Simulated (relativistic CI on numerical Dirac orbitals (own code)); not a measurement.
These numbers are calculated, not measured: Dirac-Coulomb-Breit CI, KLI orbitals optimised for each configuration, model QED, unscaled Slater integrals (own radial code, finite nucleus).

The strongest absorption lines from the ground level of an ion, among the configurations computed and to levels below about 4990 eV (vacuum wavelength in Å, gf): 2.4842 (0.016), 2.5144 (0.029), 2.5721 (0.059), 2.5733 (0.0018), 2.7061 (0.16), 2.7093 (0.0047), 3.1778 (0.76), 3.1938 (0.021).

Problem. Which ion is it?
A. Ti20+
B. Cr22+
C. Ca16+
D. Ca18+

Solution. D. Ca18+ has 2 electrons and the ground level 1s2 1S_0; the strongest line goes to 1s 2p 1P°_1. The pattern of lines fixes the number of electrons, and along that sequence the line energies rise steadily with the charge (about as its square where n changes within one kind of shell, about linearly where n is kept but much faster in heavy ions where fine structure, which grows about as Z⁴, sets the gap, and irregularly where shells cross), which fixes Z. Configurations outside the model, such as inner-shell arrays, can give stronger lines. At this charge energies of transitions that change n are usually good to better than 1 %, and those within a shell (Δn = 0) to a few per cent.

LS names give the leading component of a level, which can be under half, so a name can repeat, a term be missing and a line seem to break the LS rules.
